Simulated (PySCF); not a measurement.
NMR problem set

[PySCF: GFN2-xTB geometry; GIAO PBE0/pcSseg-1 shieldings; one averaged value for each set of equivalent atoms; gas phase; one computed conformer; non-relativistic]

δ = σ(ref) − σ, references computed at the same level: 1H (31.72 ppm) and 13C (186.93 ppm) vs TMS. Splittings of carbon signals by F and P are missing where no couplings were computed. Where no couplings were computed, multiplicities follow the n + 1 count of equivalent neighbours, and m marks all less simple cases (inequivalent or close neighbours, rings, F or P nearby). Shifts are as computed. Against solution values, carbons near 30 ppm lie about +3 ppm off and those near 130 ppm about +5 ppm. Of 1211 compounds with measured shifts, 218 miss one by over three times the rms of a fit or turn the order of signals round; such compounds aren't used in these exercises.

(1) C$_{4}$H$_{8}$FNSi$_{2}$. 1H NMR (400 MHz, computed): δ 5.95 (m, 1H), 5.26 (m, 1H), 4.99 (m, 1H), 4.75 (m, 1H), 1.92 (m, 1H), 1.49 (d, 3H). 13C{1H} NMR (computed): δ 123.1 (C), 92.3 (CH), 15.6 (CH3), 14.1 (CH). Identify the compound.

(2) C$_{7}$H$_{15}$PSi. 1H NMR (400 MHz, computed): δ 4.76 (m, 1H), 1.29 (s, 9H), 1.25 (m, 2H), 0.33 (m, 3H). 13C{1H} NMR (computed): δ 128.5 (C), 86.9 (C), 32.6 (CH3), 29.1 (C), -1.1 (CH3). What is it?

Results:

(1) SMILES C[C@@H]1[SiH2][C@@H](F)[Si@@H]1C#N. The formula gives 3 degrees of unsaturation (1 ring in the answer). 4 carbon signals for 4 carbons: no two carbons are equivalent. Carbon types of the structure: 1 × C, 2 × CH, 1 × CH3, leaving 3 H on heteroatoms. δC 123.1: nitrile carbon; typical of a nitrile. δC 92.3: sp3 CH bonded to F and 2 Si; pulled downfield by the heteroatom. δC 15.6: methyl carbon; saturated and bonded to C and H only. δH 5.95: hydrogen on an sp3 CH bonded to F and 2 Si; its carbon carries F, hence the downfield position.

This is the structure that produced the data.

(2) `C(#C[Si@@H](C)P)C(C)(C)C`. 5 carbon signals for 7 carbons: some carbons are equivalent by symmetry or fast rotation. Carbon types of the structure: 3 × C, 4 × CH3, leaving 3 H on heteroatoms. δC 128.5, 86.9: alkyne carbon. δC 29.1: propargylic quaternary sp3 carbon; aliphatic region, no heteroatom directly attached. δC -1.1: methyl carbon bonded to Si; an electropositive neighbour leaves it electron-rich and shielded. δH 0.33: hydrogen on a methyl carbon bonded to Si; an electropositive neighbour shields it, as in TMS itself.

The data come from this structure; uniqueness wasn't tested.
